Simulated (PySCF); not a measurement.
A PySCF script (with the pyscf-properties extension) for the spin–spin couplings of SMILES FC1=C(F)[Se]C1, C3H2F2Se, on a GFN2-xTB geometry:

```python
import basis_set_exchange as bse
import numpy as np
from pyscf import gto, dft
from pyscf.data import nist
from pyscf.prop import ssc

atoms = """
F     0.999419    1.721203    0.118819
C     0.455940    0.503500    0.035220
C     1.012022   -0.702110   -0.029353
F     2.261394   -1.130186   -0.035269
Se   -0.617355   -1.718862   -0.117070
C    -1.014694    0.229871   -0.005844
H    -1.528657    0.606361   -0.888554
H    -1.559012    0.499635    0.897486
"""
names = {"F": "pcJ-1", "C": "pcJ-1", "Se": "pcSseg-1", "H": "pcJ-1"}
basis = {el: gto.basis.parse(bse.get_basis(n, elements=[el], fmt="nwchem")) for el, n in names.items()}
mol = gto.M(atom=atoms, basis=basis, charge=0, verbose=0)
mf = dft.RKS(mol, xc="B3LYP")
mf.grids.level = 2
mf.grids.alignment = dft.numint.BLKSIZE   # the property module wants whole blocks of grid points
mf.conv_tol = 1e-9
mf.kernel()

sc = ssc.RKS(mf)
sc.with_fcsd = True   # Fermi contact and spin-dipole together
sc.max_cycle_cphf = 60
g = {"C": 1.4048236, "F": 5.257736, "H": 5.58569468}   # nuclear g factors of 13C, 19F, 1H
sc.nuc_pair = [(i, j) for i in range(mol.natm) for j in range(i + 1, mol.natm)
               if mol.atom_pure_symbol(i) in g and mol.atom_pure_symbol(j) in g]
K = sc.kernel()
unit = nist.HARTREE2J / nist.PLANCK * (0.5 * nist.E_MASS / nist.PROTON_MASS) ** 2
for (i, j), k in zip(sc.nuc_pair, K):
    a, b = mol.atom_pure_symbol(i), mol.atom_pure_symbol(j)
    J = unit * g[a] * g[b] * np.trace(k) / 3
    if abs(J) >= 1:
        print("%s%d %s%d %8.1f Hz" % (a, i, b, j, J))
```

Question: What does it print?

Answer: 
```
F0 C1   -393.4 Hz
F0 C2     -2.0 Hz
F0 F3      1.2 Hz
F0 C5     16.5 Hz
F0 H6     -3.2 Hz
F0 H7     -3.2 Hz
C1 C2    107.2 Hz
C1 F3     -9.4 Hz
C1 C5     53.8 Hz
C1 H6     -8.2 Hz
C1 H7     -8.2 Hz
C2 F3   -448.9 Hz
C2 C5     10.0 Hz
C2 H6      9.6 Hz
C2 H7      9.7 Hz
F3 C5      9.2 Hz
F3 H6     12.8 Hz
F3 H7     12.8 Hz
C5 H6    161.9 Hz
C5 H7    162.0 Hz
H6 H7    -11.6 Hz
```

These numbers come from an equivalent density-fitted implementation of the same equations, which agrees with the script to about 0.1 Hz, so last digits may differ.

Size and cost of the density-fitted run: 196 basis functions, 33 s wall time on 1 thread of an Intel Xeon Platinum 8375C, shared host; peak memory 0.89 GiB.
